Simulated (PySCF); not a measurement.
# XPS shifts beside NMR shieldings

Species: C4H5F3O2.
Bonds: C1–C2, C2–O3, O3–C4, C4–O5 (double), C4–C6, C6–F7, C6–F8, C6–F9. Hydrogens: H10, H11, H12 on C1; H13, H14 on C2.

Binding energies: delta-SCF UKS SCAN, pcX-2 on the ionised atom, pcseg-1 elsewhere, spin-free X2C in PySCF. Shieldings: GIAO PBE0/pcSseg-1, non-relativistic, same geometry.

```tsv
atom	C 1s (eV)
C1	291.38
C2	293.11
C4	295.55
C6	298.75
```

Task: What are the absolute isotropic shieldings of these atoms?

Result: 
| atom | environment | C 1s (eV) | isotropic shielding (ppm) |
| --- | --- | --- | --- |
| C1 | methyl carbon | 291.38 | 169.5 |
| C2 | sp3 carbon bound to oxygen | 293.11 | 121.0 |
| C4 | ester carbonyl carbon | 295.55 | 20.8 |
| C6 | CF3 carbon | 298.75 | 65.0 |

Task: Among the listed atoms, is the one with the highest binding energy also the least shielded?

Result: No. The highest binding energy is at C6 (298.75 eV, shielding 65.0 ppm), the lowest shielding at C4 (20.8 ppm, 295.55 eV).

By binding energy: C1 < C2 < C4 < C6. By shielding: C4 < C6 < C2 < C1.

Isolated species at its PBE0-D3(BJ)/def2-SVP geometry (one conformer only).

The values belong to the conformer `[CH3:1][CH2:2][O:3][C:4](=[O:5])[C:6]([F:7])([F:8])[F:9]`: C1–C2–O3–C4 82°, C2–O3–C4–O5 1°, O3–C4–C6–F7 177°.
